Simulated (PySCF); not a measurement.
## Circular dichroism: `C(C)[C@@]1(F)O[C@H]1CF`, C₅H₈F₂O

Geometry (Å), atoms numbered from 1 in this order:
```xyz
16

C    -1.7942    0.3652   -0.8101
C    -1.1436   -0.5755    0.2006
C    -0.0209    0.1144    0.9284
F    -0.4892    1.1116    1.7397
O     1.0265   -0.5851    1.4782
C     1.3506    0.3154    0.4397
C     1.8534   -0.2817   -0.8533
F     1.4400    0.4830   -1.9158
H    -2.6291   -0.1322   -1.2953
H    -2.1641    1.2556   -0.3080
H    -1.0790    0.6683   -1.5702
H    -1.8747   -0.8925    0.9476
H    -0.7512   -1.4655   -0.2909
H     1.8616    1.2160    0.7695
H     1.4589   -1.2906   -1.0030
H     2.9474   -0.2974   -0.8781
```

Level of theory: TDDFT PBE0/def2-SVPD circular dichroism and optical rotation, one conformer, gas phase (PySCF). Geometry: GFN2-xTB.

The molecule is flexible and this is one conformer; a measurement averages over conformers. States above about 8.7 eV (minus the energy of the highest occupied orbital) lie near or above the ionisation threshold and depend on the basis.

(1) Assign R or S to each stereocentre.

(2) Which excitations and rotatory strengths does the calculation give?

Answers

(1) C3 S, C6 S.

(2) Rotatory strengths R in 10⁻⁴⁰ esu² cm², velocity form and length form (origin at the centre of mass); f in length form.
| state | E (eV) | λ (nm) | f | R (velocity) | R (length) | main |
| --- | --- | --- | --- | --- | --- | --- |
| 1 | 7.96 | 156 | 0.015 | -8.1 | -9.0 | HOMO→LUMO 0.42, HOMO→LUMO+1 0.24 |
| 2 | 8.25 | 150 | 0.055 | -2.9 | -3.2 | HOMO−1→LUMO 0.46, HOMO→LUMO 0.30 |
| 3 | 8.41 | 147 | 0.018 | -0.5 | -0.1 | HOMO→LUMO+1 0.68, HOMO→LUMO 0.24 |
| 4 | 8.56 | 145 | 0.023 | +41.4 | +41.4 | HOMO−1→LUMO+1 0.61, HOMO−1→LUMO 0.29 |
| 5 | 8.75 | 142 | 0.019 | -16.5 | -16.9 | HOMO→LUMO+2 0.69, HOMO→LUMO+3 0.26 |
| 6 | 8.95 | 138 | 0.016 | +0.2 | -0.9 | HOMO−1→LUMO+2 0.51, HOMO−1→LUMO+3 0.30 |
| 7 | 8.98 | 138 | 0.044 | -20.3 | -20.9 | HOMO→LUMO+3 0.64, HOMO→LUMO+2 0.21 |
| 8 | 9.19 | 135 | 0.040 | +2.6 | +1.6 | HOMO−1→LUMO+3 0.61, HOMO−1→LUMO+2 0.30 |

For state 6 the two forms differ in sign, so the sign of R isn't settled.

Among the states computed, the strongest CD band (largest |R|) is state 4. The largest dissymmetry factor in size, g = 4R/(D+G), with D and G the electric and magnetic dipole strengths, is +0.023 for state 4 (velocity form, f = 0.023), among bands with |R| over 0.5. The mirror image has the same energies and oscillator strengths and all R with the opposite sign.
